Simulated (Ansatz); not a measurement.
Consider the substitution at a C–Si bond: `C=C[Si](N)(N)F` + `OB(O)Cl` → `C=COB(O)Cl` + `N[SiH](N)F`.

Gas-phase electronic energies from Ansatz, PBE0-D4/def2-TZVP geometries. CCSD(T)/CBS is the MP2 limit (def2-TZVPP, def2-QZVPP) plus CCSD(T) − MP2 in def2-TZVPP, frozen cores. Functionals use def2-TZVPP. One conformer a species, not always the lowest.

`C=C[Si](N)(N)F`:

```xyz
13

C     1.682    1.560    0.176
C     0.963    0.657   -0.488
Si   -0.438   -0.292    0.266
N    -1.827    0.021   -0.656
N    -0.309   -1.986    0.388
F    -0.487    0.199    1.795
H     1.471    1.799    1.214
H     2.508    2.096   -0.284
H     1.225    0.461   -1.527
H    -1.974    0.920   -1.085
H    -2.693   -0.460   -0.476
H    -0.374   -2.568   -0.430
H     0.254   -2.408    1.107
```

`OB(O)Cl`:

Cartesian coordinates in Å:
```
O -0.820 -0.703 0.345
B 0.145 0.205 0.050
O 0.823 0.145 -1.115
Cl 0.549 1.503 1.183
H -1.232 -0.559 1.199
H 0.535 -0.591 -1.663
```

`C=COB(O)Cl`:

Cartesian coordinates in Å:
```
C -1.998 0.748 0.105
C -0.721 0.452 0.264
O -0.094 -0.437 -0.564
B 1.214 -0.755 -0.429
O 1.981 -0.205 0.540
Cl 1.884 -1.924 -1.575
H -2.588 0.298 -0.683
H -2.469 1.454 0.774
H -0.097 0.882 1.040
H 2.889 -0.513 0.528
```

`N[SiH](N)F`:

Z-matrix (Å, degrees):
```
Si
N 1 1.694
F 1 1.604 2 116.3
N 1 1.699 2 107.9 3 116.0
H 1 1.482 2 106.1 3 -115.6
H 2 1.006 1 121.4 3 85.7
H 2 1.007 1 121.8 3 -68.8
H 4 1.006 1 121.0 2 -157.4
H 4 1.006 1 121.2 2 50.4
```

```csv
level,ΔE (kcal/mol)
PBE0,16.2
CCSD(T)/def2-TZVPP,17.7
```

(1) What does CCSD(T)/CBS give? (An estimate is asked.)

Largest T1 diagnostic among the species: 0.012.

## Answers

(1) The calculation gave: +18.1 kcal/mol. The listed levels differ from it by -1.9, -0.4 kcal/mol.

In def2-TZVPP, CCSD(T) changes the Hartree–Fock value by +2.3 kcal/mol (the triples alone add +0.1 kcal/mol) and MP2 by +3.2 kcal/mol. The D4 term adds +1.3 kcal/mol with B3LYP and +0.7 kcal/mol with PBE0; it sums over pairs of atoms, weighted by their polarisabilities, and B3LYP, whose exchange is more repulsive, gets the larger term. From PBE to PBE0 (25 % exact exchange), in def2-TZVPP and without D4, ΔE moves by +0.9 kcal/mol.

B3LYP here is the variant with VWN-RPA as its local correlation; programs differ in this.
